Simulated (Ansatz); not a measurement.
Cost and result for the atomization energy of `CC1CB1Br` (11 atoms, 11 bonds).

Z-matrix (Å, degrees):
```
C
C 1 1.509
H 1 1.093 2 111.1
H 1 1.093 2 111.3 3 -119.5
H 1 1.094 2 111.3 3 120.5
C 2 1.561 1 119.6 3 161.6
B 2 1.516 1 123.0 3 91.4
H 2 1.089 1 114.1 3 -60.0
H 6 1.086 2 117.3 1 135.0
H 6 1.088 2 116.9 1 -3.7
Br 7 1.875 2 148.9 1 -67.2
```

Total charge 0; spin multiplicity 1. Correlated methods include outer-core shells of Br, which these sets cover unevenly. Scalar relativity is left out up to krypton. The geometry is a stationary point of PBE0-D4/def2-TZVP. Program: Ansatz. All runs use 4 threads of an Arm Neoverse N1 on a shared host. Times are those of one run each, without the atoms' runs, and a repeat can differ threefold. Electronic energies, without spin–orbit coupling; frozen cores. CCSD(T)/CBS adds CCSD(T) − MP2 in def2-TZVPP to the MP2 limit, and its time is that of the two runs behind it. T1 = 0.010. With those shells the extrapolation isn't a true limit. B3LYP takes the VWN-RPA correlation (the form of Gaussian; ORCA's B3LYP/G).

CCSD(T)/CBS is a level of theory with its own doubt, some kJ/mol a heavy atom from the limit and from the frozen cores, so smaller differences don't rank the functionals.

```
                             level  functions  wall time  atomization (kcal/mol)  difference from CCSD(T)/CBS  per bond
                BLYP-D4/def2-TZVPP        256      4.2 s                  1016.4                         -3.0      -0.3
   PBE-D4/def2-TZVPP (with forces)        256      4.7 s                  1049.6                         30.2       2.7
               BHLYP-D4/def2-TZVPP        256      6.5 s                   997.9                        -21.5      -2.0
           CAM-B3LYP-D4/def2-TZVPP        256        7 s                  1025.3                          5.9       0.5
r2SCAN-D4/def2-TZVPP (with forces)        256      9.5 s                  1031.4                         12.0       1.1
 B3LYP-D4/def2-TZVPP (with forces)        256      9.5 s                  1021.9                          2.5       0.2
             r2SCANh-D4/def2-TZVPP        256       11 s                  1026.8                          7.4       0.7
                ωB97X-V/def2-TZVPP        256       16 s                  1023.6                          4.2       0.4
                  CCSD(T)/def2-SVP        118       18 s                   981.2                        -38.2      -3.5
                 B97M-V/def2-TZVPP        256       19 s                  1029.1                          9.7       0.9
                    MP2/def2-QZVPP        497       49 s                  1030.0                         10.6       1.0
                CCSD(T)/def2-TZVPP        256    6.8 min                   996.5                        -22.9      -2.1
                 CCSD(T)/CBS(def2)          –    7.6 min                  1019.4                          0.0       0.0
```

At CCSD(T), def2-SVP lies −38.2 kcal/mol from the extrapolated value and def2-TZVPP −22.9 kcal/mol: correlation converges slowly with the basis, and small sets miss more of it in the bonded molecule than in its fragments. Leaving LDA and LC-ωPBE aside and taking each functional with its dispersion term where it has one, the values spread over 51.7 kcal/mol, from BHLYP-D4 to PBE-D4. LDA lies +126.4 kcal/mol from PBE without D4, its usual overbinding. From PBE to PBE0 (25 % exact exchange), in def2-TZVPP and without D4, the atomization energy moves by −12.5 kcal/mol: exact exchange takes away binding that semilocal exchange gives to molecules.
